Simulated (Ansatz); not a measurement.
C3H7Si, SMILES `[CH]=C[SiH2]C` radical at its PBE0-D4/def2-TZVP geometry, where that method's forces vanish. Charge 0, multiplicity 2.

```xyz
11

C    -1.0138    1.1353    1.5472
C    -1.0155    1.0224    0.2508
Si   -0.3833   -0.5215   -0.6152
C     1.4361   -0.7805   -0.2815
H    -1.2838    1.8454    2.3174
H    -1.3854    1.8517   -0.3658
H    -1.1601   -1.7025   -0.1515
H    -0.6261   -0.3518   -2.0750
H     2.0223    0.0665   -0.6449
H     1.6112   -0.8789    0.7923
H     1.7982   -1.6862   -0.7738
```

Question: What forces (eV/Å) does r2SCAN-D4/def2-TZVPP give on these atoms in Ansatz 0.2.0? (Best estimate.)

Answer: Computed: 
```
C1  -0.014  0.049  0.193
C2   0.012 -0.043 -0.150
Si3 -0.030 -0.012 -0.041
C4  -0.002 -0.006 -0.001
H5   0.008 -0.018 -0.009
H6  -0.009  0.022 -0.016
H7   0.016  0.016 -0.007
H8   0.006 -0.010  0.024
H9  -0.001 -0.023  0.013
H10  0.009  0.001 -0.023
H11  0.006  0.022  0.016
```
